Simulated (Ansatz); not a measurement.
Program: Ansatz. Geometries: PBE0-D4/def2-TZVP. ΔE: electronic, gas phase. CCSD(T)/CBS is the MP2 limit (def2-TZVPP, def2-QZVPP) plus CCSD(T) − MP2 in def2-TZVPP, frozen cores. This one scheme is used for every species. DFT in def2-TZVPP. Triplets are unrestricted, without spin–orbit coupling. Each species was taken in one conformer, which may not be the lowest.

Consider the formal loss of a carbene: `CCOB(C)Cl` → `CCOBCl` + `[CH2]` (triplet).

CCSD(T)/CBS gives +5.09 eV.

Q: Another level gave +5.18 eV. Which?
A. r2SCAN/def2-TZVPP
B. ωB97X-V/def2-TZVPP
C. PBE0-D4/def2-TZVPP
D. B2PLYP/def2-TZVPP

A: B. ωB97X-V 5.18, B2PLYP 4.96, r2SCAN 4.86, PBE0-D4 5.07 eV.

Largest T1 diagnostic among the species: 0.012.

From PBE to PBE0 (25 % exact exchange), in def2-TZVPP and without D4, ΔE moves by −0.07 eV. In def2-TZVPP, CCSD(T) changes the Hartree–Fock value by +1.47 eV (the triples alone add +0.12 eV) and MP2 by +1.62 eV. The D4 term adds +0.14 eV with B3LYP and +0.08 eV with PBE0; it sums over pairs of atoms, weighted by their polarisabilities, and B3LYP, whose exchange is more repulsive, gets the larger term.

B3LYP here is the variant with VWN-RPA as its local correlation; programs differ in this.
